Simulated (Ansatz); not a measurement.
Born–Oppenheimer molecular dynamics of BrH6NSi2 (10 atoms, charge 0, multiplicity 1). It starts at the highest image of a converged band, a first-order saddle point between two minima.

Theory: Ansatz 0.2.0, RKS PBE0-D4/def2-SVP.

* ensemble: NVE (velocity Verlet)
* time step: 0.5 fs
* steps asked: 200
* starting velocities drawn for: 100 K
* seed: 5157

First frame:

```xyz
10
Properties=species:S:1:pos:R:3
Si 0.009 0.119 -0.782
Br 1.786 1.330 -1.417
N 0.502 -1.534 -0.843
H 1.400 -1.771 -1.247
H -1.103 0.443 -1.734
Si -0.519 0.813 1.393
H -0.179 -2.273 -0.979
H -0.937 2.249 1.403
H 0.682 0.637 2.264
H -1.641 -0.014 1.944
```

(1) How far do the bonds stretch over the last three quarters of this one trajectory? (Pairs bonded in most of those frames.)

Results:

(1) 
| bond | mean (Å) | spread (Å) | shortest | longest |
| --- | --- | --- | --- | --- |
| Si1–Br2 | 2.258 | 0.006 | 2.25 | 2.27 |
| Si1–N3 | 1.725 | 0.021 | 1.69 | 1.76 |
| Si1–H5 | 1.493 | 0.004 | 1.49 | 1.50 |
| Si1–Si6 | 2.345 | 0.022 | 2.32 | 2.39 |
| N3–H4 | 1.016 | 0.007 | 1.00 | 1.03 |
| N3–H7 | 1.016 | 0.007 | 1.01 | 1.03 |
| Si6–H8 | 1.495 | 0.005 | 1.49 | 1.50 |
| Si6–H9 | 1.496 | 0.016 | 1.47 | 1.52 |
| Si6–H10 | 1.497 | 0.007 | 1.49 | 1.51 |

Mean temperature of the second half: 144 K. The conserved energy stayed within 0.024 meV per atom of its start (net change 0.021 meV per atom), so the integration is sound. The kinetic energy rose, since the run started high on the potential surface and went downhill. A run of 0.1 ps of so small a system gives no equilibrium averages. The orbitals stay closed-shell, which can raise the energy where a bond breaks towards radicals; this wasn't checked here.

The run took 5.2 min on 2 threads of Intel(R) Xeon(R) 6975P-C (Granite Rapids), on a shared host, peak memory 0.31 GiB.
